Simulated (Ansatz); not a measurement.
Harmonic frequencies (cm⁻¹) at PBE0-D4/def2-TZVP from Ansatz: 38, 44, 83, 320, 602, 696, 728, 735, 755, 878, 938, 954, 957, 974, 999, 1149, 2228, 2244, 2249, 2257, 2278.

Each molecule was computed in one conformer, which needn't be the lowest.

Which molecule is it?
A. `C#C[Si](Cl)(Cl)C#C`
B. `F[SiH2]O[SiH3]`
C. `C[Si](N)(F)Cl`
D. `O[SiH](F)[SiH3]`

B.
